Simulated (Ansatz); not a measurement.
Reaction (formal exchange of groups at the Se–Si bond): `[SiH3][Se][GaH][Cl]` + CH₄ → `C[Se][GaH][Cl]` + SiH₄

Isolated molecules relaxed with PBE0-D4/def2-TZVP in Ansatz; ΔE leaves out vibrations. CCSD(T)/CBS adds triple-zeta CCSD(T) − MP2 to the extrapolated MP2 energy (def2 sets, frozen cores). This one scheme is used for every species. DFT in def2-TZVPP. For Ga, Se outer-core shells are correlated without core-valence functions, which leaves a few kJ/mol of doubt a bond. Scalar relativity is left out up to krypton. Each species was taken in one conformer, which may not be the lowest.

```csv
level,ΔE (eV)
B2PLYP,1.16
r2SCAN0,1.25
```

Task: What does CCSD(T)/CBS give? (Estimate.)

Result: Ansatz gave: +1.21 eV. The listed levels differ from it by -0.05, 0.04 eV.

Largest T1 diagnostic among the species: 0.011.

At CCSD(T), def2-SVP lies −0.06 eV from the extrapolated value and def2-TZVPP −0.07 eV. From BLYP to BHLYP (50 % exact exchange), in def2-TZVPP and without D4, ΔE moves by +0.08 eV.
